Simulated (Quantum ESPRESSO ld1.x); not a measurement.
Values are calculated unless marked as measured or tabulated.
Task: The mean radii <r> (bohr) of the occupied orbitals of an atom or ion are listed with their occupations. Level of theory: scalar-relativistic Kohn-Sham, LDA (Slater exchange, Perdew-Wang correlation), spin-polarised, spherical densities, point nucleus (ld1.x of Quantum ESPRESSO 7.5).

orbital  occ.      <r>
1s up       1  0.05221
1s down     1  0.05221
2s up       1   0.2358
2s down     1   0.2356
2p up       3   0.2068
2p down     3   0.2066
3s up       1   0.7062
3s down     1   0.7077
3p up       3   0.7372
3p down     3   0.7398
3d up       5   0.8744
3d down     3   0.8932
4s up       1    2.310
4s down     1    2.346

Name the element and its charge. Open shells, if any, are filled with parallel spins first.

Result: Z = 29, copper, charge +1: Cu+ in [Ar] 3d8 4s2. The 1s radius gives Z: for a bare nucleus <r> = (2 gamma + 1)/(2Z) with gamma = sqrt(1 - (Z/c)^2), 0.05094 bohr for Z = 29, and screening makes it slightly larger (0.05221 here). The occupations add up to 28, and the charge is Z minus that.
